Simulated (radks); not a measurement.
Initial-state core-level shifts of the niobium ion Nb3+ when its valence configuration changes from [Kr] 4d2. All-electron calculation, Dirac Kohn-Sham, PBEsol, spin-unpolarised, spherical densities, point nucleus; open shells fill j = l - 1/2 first. Program: a radial shooting solver on a logarithmic mesh with Libxc functionals. Shifts are changes of the shell-averaged eigenvalues in eV (positive: less bound).

| valence | 2p | 3s | 3p | 4p |
|---|---|---|---|---|
| 5s2 | -10.616 | -10.190 | -10.189 | -8.050 |
| 4d1.5 5s0.5 | -2.521 | -2.435 | -2.435 | -1.977 |
| 4d1.5 5p0.5 | -3.028 | -2.951 | -2.950 | -2.460 |
| 5p2 | -12.602 | -12.204 | -12.201 | -9.873 |
| 4d0.5 5s0.5 5p1 | -8.836 | -8.553 | -8.551 | -6.942 |
| 5s1 5p1 | -11.614 | -11.201 | -11.199 | -8.968 |
| 4d1 5p1 | -6.144 | -5.975 | -5.974 | -4.933 |
| 4d0.5 5s1.5 | -7.832 | -7.534 | -7.533 | -6.008 |
| 4d1 5s1 | -5.134 | -4.948 | -4.948 | -3.983 |
